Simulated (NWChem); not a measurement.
Species: CH3CdI; SMILES [CH3][Cd][I]

def2 effective core potentials on Cd, I; no spin-orbit coupling.

Q: Give the equilibrium geometry at PBE0/def2-SVP with def2 effective core potentials on Cd, I (NWChem) as an XYZ file, with the point group.

A: point group C3v; any orientation.
```
6

Cd    -0.3281    -0.9784    -0.0002
I      0.3409     1.5474     0.0004
C     -0.8673    -3.0178    -0.0006
H     -1.2694    -3.2978    -0.9846
H     -1.6330    -3.2020     0.7663
H      0.0146    -3.6370     0.2163
```
